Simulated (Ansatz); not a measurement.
Total energies of Si6Cl6 prismane (Si6Cl6) from Ansatz at PBE-D4/def2-SVP, gas phase (1 Eh = 27.2114 eV = 2625.5 kJ/mol). The reference geometry is relaxed at PBE0-D4/def2-SVP.

```xyz
12

Si    0.686    1.111   -1.269
Cl    1.421    2.409   -2.698
Si    0.423   -1.270   -1.235
Cl    0.850   -2.737   -2.626
Si    1.759   -0.188    0.434
Cl    3.739   -0.396    0.984
Si   -0.153    0.043    1.813
Cl   -0.269    0.086    3.876
Si   -1.226    1.342    0.111
Cl   -2.587    2.894    0.196
Si   -1.488   -1.039    0.145
Cl   -3.155   -2.254    0.269
```

| state | geometry | energy (Eh) |
| --- | --- | --- |
| charge 0 singlet | reference | -4495.06226 |
| charge 1 doublet | reference | -4494.76693 |
| charge 1 doublet | relaxed at PBE0-D4/def2-SVP | -4494.78476 |
| free Si atom (triplet) | – | -289.12416 |
| free Cl atom (doublet) | – | -459.79702 |

Question: Work out the vertical ionisation energy to the doublet.

Answer: E(charge 1 doublet) − E(charge 0 singlet) = -4494.76693 − (-4495.06226) = 0.29533 Eh = 8.04 eV. For comparison, −ε of the highest occupied level is 6.00 eV at this level, 2.04 eV less.

Question: How much does the charge 1 doublet relax, and what is the adiabatic ionisation energy?

Answer: Relaxation: -4494.76693 − (-4494.78476) = 0.01783 Eh = 0.49 eV. Adiabatic ionisation energy: 0.27750 Eh = 7.55 eV, without zero-point energy. Bonds change on the way (1 lost, 0 formed), so the relaxed form is another species. 

Question: What is the binding energy per atom against free atoms?

Answer: Atoms: 6 × (-289.12416) + 6 × (-459.79702) = -4493.52708 Eh. Binding: -4493.52708 − (-4495.06226) = 1.53518 Eh = 41.77 eV, or 3.48 eV for each of 12 atoms (no zero-point energy, no counterpoise term).

At PBE-D4/def2-SVP the gap within one spin of the charge 1 doublet nearly closes, so an electron or hole may be smeared out by delocalisation error.
